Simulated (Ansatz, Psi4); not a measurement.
InNH3Cl (SMILES [NH2][InH][Cl]): the vertical energy of the triplet above the singlet from total energies

The species is InNH3Cl (6 atoms), meant as a singlet with charge 0. SMILES: `[NH2][InH][Cl]`. The coordinates come from a PBE0-D4/def2-TZVP relaxation.

Both states at this one shape; open shells run unrestricted unless said. 1 Eh = 27.2114 eV.

| level | program | singlet InNH3Cl (Eh) | triplet InNH3Cl (Eh) |
| --- | --- | --- | --- |
| HSE06/def2-SVPD (core potential) | Psi4 | -706.564557 | -706.393993 |
| B2PLYP/def2-SVPD (core potential), 10 core orbitals frozen | Ansatz | -706.288920 | -706.109599 |

Q: Work out the vertical gap, second state less first, at each level.

A: 
1. HSE06/def2-SVPD (core potential): -706.393993 − (-706.564557) = 0.170564 Eh = 4.64 eV.
2. B2PLYP/def2-SVPD (core potential): -706.109599 − (-706.288920) = 0.179321 Eh = 4.88 eV.

No measured value is set beside it here; the levels span 4.64 to 4.88 eV. Spin-orbit coupling is left out.
